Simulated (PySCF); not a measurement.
Vertical excitations of a molecule C₄H₈O₂ from TDDFT-LC-ωPBE/def2-SVPD run with PySCF, as energy in eV (oscillator strength): 7.48 (0.015), 7.55 (0.002), 8.00 (0.010), 8.56 (0.038), 8.72 (0.002), 8.80 (0.015), 9.00 (0.060), 9.07 (0.001), 9.23 (0.051), 9.40 (0.013). Lowest triplet (TDA): 7.20 eV. Coordinates come from a ωB97X-D3(BJ)/def2-SVP optimisation. The values are those of a single conformer.

Identify the compound among the candidates.
A. OC[C@@H]1CCO1
B. CO/C=C/OC
C. CO[C@@H](C)C=O
D. C[C@]1(O)C[C@@H]1O

D, C[C@]1(O)C[C@@H]1O
